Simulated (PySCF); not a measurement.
# TiI3 by CASSCF and spin-orbit coupling

The complex TiI3 (charge 0) contains Ti(III), shell d1. The structure is a PBE0-D3(BJ)/def2-TZVP geometry optimised for multiplicity 2; coordination trigonal planar, point group D3h, metal–donor distances 2.55 Å.

```
4

Ti    0.000    0.000    0.000
I     2.549    0.000    0.000
I    -1.275    2.208    0.000
I    -1.275   -2.208    0.000
```

Method (PySCF 2.14, density fitting): CASSCF(1,5) with orbitals averaged over all microstates of the shell, strongly contracted NEVPT2 on the averaged canonical orbitals; basis x2c-TZVPall on the metal, x2c-SVPall elsewhere; spin-free X2C; gas phase; spin-orbit coupling by state interaction with the mean-field operator over all roots.

## Spin-free states

| 2S+1 | deg. | symmetry | free-ion term | CASSCF / cm⁻¹ | NEVPT2 / cm⁻¹ | f(ED) | occupations |
| --- | --- | --- | --- | --- | --- | --- | --- |
| 2 | 1 | 2A1' | 2D 1.00 | 0 | 0 | – | 1.0 0.0 0.0 0.0 0.0 |
| 2 | 2 | 2E'' | 2D 1.00 | 2397 | 3387 | 0 | 0.0 0.5 0.5 0.0 0.0 |
| 2 | 2 | 2E' | 2D 1.00 | 10630 | 11968 | 6.8e-04 | 0.0 0.0 0.0 0.5 0.5 |

Energies are counted from the ground state at NEVPT2 level. Weights follow the labels. f(ED) is the electric-dipole oscillator strength from the ground state at the fixed geometry, without vibronic coupling; occupations, where given, run over the ligand-field orbitals from the lowest.

## Ligand-field fit



```json
{"orbital": "1", "CASSCF / cm⁻¹": "0", "NEVPT2 / cm⁻¹": "0", "metal share": "0.94", "main function": "z2 1.00"}
{"orbital": "2", "CASSCF / cm⁻¹": "2397", "NEVPT2 / cm⁻¹": "3387", "metal share": "0.94", "main function": "degenerate set"}
{"orbital": "3", "CASSCF / cm⁻¹": "2397", "NEVPT2 / cm⁻¹": "3387", "metal share": "0.94", "main function": "degenerate set"}
{"orbital": "4", "CASSCF / cm⁻¹": "10630", "NEVPT2 / cm⁻¹": "11968", "metal share": "0.84", "main function": "degenerate set"}
{"orbital": "5", "CASSCF / cm⁻¹": "10630", "NEVPT2 / cm⁻¹": "11968", "metal share": "0.84", "main function": "degenerate set"}
```

ζ = 32 cm⁻¹, against 152 for the free ion. Spin-orbit coupling on the heavy ligands mixes in, so a single ζ doesn't describe the levels.

## Spin-orbit levels

| E / cm⁻¹ | deg. | make-up | g (S′ = 1/2) |
| --- | --- | --- | --- |
| 0.0 | 2 | 1.00 2A1' | 1.85 1.85 2.00 |
| 3331.2 | 2 | 1.00 2E'' | 0.15 0.15 0.16 |
| 3452.5 | 2 | 1.00 2E'' | 0.00 0.00 3.84 |
| 11801.9 | 2 | 1.00 2E' | 0.00 0.00 4.87 |
| 12143.3 | 2 | 1.00 2E' | 0.00 0.00 0.86 |

No frequencies were computed for the optimised geometry. Charge-transfer states lie outside this active space and may come lower than some of these levels. NEVPT2 lifts 2E'' from 2397 to 3387 cm⁻¹; on the d shell alone such lifts tend to overshoot. NEVPT2 on the d shell alone tends to put d–d bands too high for such charged or covalently bound ions.

The job took 20 s on one thread of Intel Xeon Platinum 8488C (shared host), with 156 basis functions and a peak of 0.65 GiB, launched as `OMP_NUM_THREADS=1 python lf_run.py task.json out`.
